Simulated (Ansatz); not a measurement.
Au20⁻ (started as a model of: Au20 flat piece), relaxed as a doublet with UKS PBE-D4/def2-SVP in Ansatz, starting from a model built from a lattice or polyhedron. Force threshold 0.03 eV/Å.

In the def2 sets Au takes a core potential; there is no spin–orbit coupling. Single mean-field runs in def2-SVP are fitted with def2-universal-jkfit. Another isomer (doublet) lies 2.77 eV lower at PBE0-D4/def2-TZVP; other spin states weren't run for this one.

Start:

```xyz
20

Au    3.136   -1.751    5.636
Au    1.267   -1.072    3.738
Au   -1.403   -0.949    4.383
Au   -3.252   -0.262    2.453
Au   -5.934   -0.159    3.119
Au    3.965   -1.201    3.058
Au    2.104   -0.518    1.159
Au   -0.593   -0.376    1.803
Au   -2.421    0.274   -0.075
Au   -5.118    0.414    0.540
Au    4.806   -0.639    0.466
Au    2.923    0.063   -1.458
Au    0.265    0.164   -0.760
Au   -1.600    0.838   -2.695
Au   -4.282    0.969   -2.037
Au    5.599   -0.083   -2.087
Au    3.730    0.616   -4.015
Au    1.047    0.721   -3.343
Au   -0.778    1.425   -5.276
Au   -3.460    1.526   -4.612
```

```tsv
step	energy (eV)	largest force component (eV/Å)	SCF passes
1	-73920.8459	0.854	48
2	-73920.9833	0.976	41
3	-73921.1111	0.191	43
4	-73921.1225	0.049	31
5	-73921.1233	0.009	32
```

Force components are those of the run's own axes.

End:

```
atom   x (Å)   y (Å)   z (Å)
 Au1   3.234  -1.726   5.492
 Au2   1.238  -1.087   3.796
 Au3  -1.403  -0.960   4.422
 Au4  -3.250  -0.292   2.545
 Au5  -5.910  -0.109   2.942
 Au6   4.003  -1.179   2.987
 Au7   2.089  -0.513   1.150
 Au8  -0.575  -0.393   1.813
 Au9  -2.419   0.287  -0.107
Au10  -5.094   0.431   0.451
Au11   4.839  -0.650   0.518
Au12   2.899   0.039  -1.394
Au13   0.241   0.165  -0.759
Au14  -1.615   0.841  -2.652
Au15  -4.354   0.980  -2.045
Au16   5.633  -0.096  -2.031
Au17   3.739   0.585  -3.922
Au18   1.086   0.746  -3.421
Au19  -0.845   1.399  -5.198
Au20  -3.535   1.532  -4.586
```

By distances, no bond broke or formed. The bond that changes most is Au4–Au10, from 2.76 to 2.88 Å (atoms count from 1).

No frequencies were taken in this run, so the end may be a saddle point.

Hardware: 4 threads of AMD EPYC 7R13 on a shared host and a share (37 GiB) of an NVIDIA H100 80GB HBM3. Wall time 53 s, peak host memory 1.5 GiB.
